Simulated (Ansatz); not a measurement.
System: LaF3 (charge 0, singlet). 
Geometry from a B3LYP-D3(BJ)/def2-TZVP (Ansatz, a first-principles code) optimisation:
SMILES: [F][La]([F])[F]
```xyz
4

La    -0.0282     0.0580     0.1369
F     -1.7451    -1.2110    -0.1995
F      0.0791     1.8214    -1.1080
F      1.8444    -0.9775     0.4408
```
Charge 0, spin multiplicity 1.

Property: atomisation energy (electronic, to ground-state atoms), in kcal/mol. Valence correlation only, unless marked. Open shells are spin-unrestricted. Spin-orbit coupling is left out. The frozen core is the preceding noble-gas configuration, with the filled d and f shells of earlier blocks. Past Kr the def2 sets carry scalar-relativistic core potentials. 

```
level                           program  atomisation energy (kcal/mol)
-----------------------  --------------  -----------------------------
RI-HF/def2-TZVPP                 Ansatz                          336.0
RI-HF/def2-QZVPPD                Ansatz                          339.7
BLYP/def2-TZVPD                  Ansatz                          456.4
B3LYP-D3(BJ)/def2-TZVPD  Ansatz + dftd3                          449.2
B3LYP/def2-TZVPD                 Ansatz                          447.2
RI-MP2/def2-QZVPPD               Ansatz                          489.8
```
